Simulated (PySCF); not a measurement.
Indirect couplings

Bonds (- single, = double, # triple, : aromatic): F1-Ge2 1.760 Å, Ge2-Ge3 2.425 Å, Ge3-Ge4 2.424 Å. Ge2 carries H5, H6; Ge3 carries H7, H8; Ge4 carries H9, H10, H11.

Couplings: B3LYP/pcJ-1 (pcSseg-1 on Ge) (spin–dipole term only in couplings to heteroatoms) in PySCF 2.14, geometry PBE0-D3(BJ)/def2-SVP; gas phase, one conformer, non-relativistic. Couplings are averaged over pairs made equivalent by symmetry, fast rotation or ring inversion, so a value needn't be that of the named pair in this geometry, while other rotamers aren't included; one pair stands for each set, and the list holds those of at least 1.5 Hz over up to four bonds.

Isotopes: 19F, 1H.

```tsv
pair	bonds	J (Hz)
F1, H5	2	33.0
H5, H6	2	25.0
H7, H8	2	?
H9, H10	2	8.2
F1, H7	3	10.9
H5, H7	3	?
H7, H9	3	3.8
F1, H9	4	3.9
```

Estimate the withheld couplings, with signs.

## Answers


- 2J(H7,H8) = 6.9 Hz (angle at Ge3 108°)
- 3J(H5,H7) = 7.9 Hz (mean over equivalent pairs that range from 5.3 to 10.5 Hz in this conformer)

Relativistic effects of the heavier atoms present are left out.
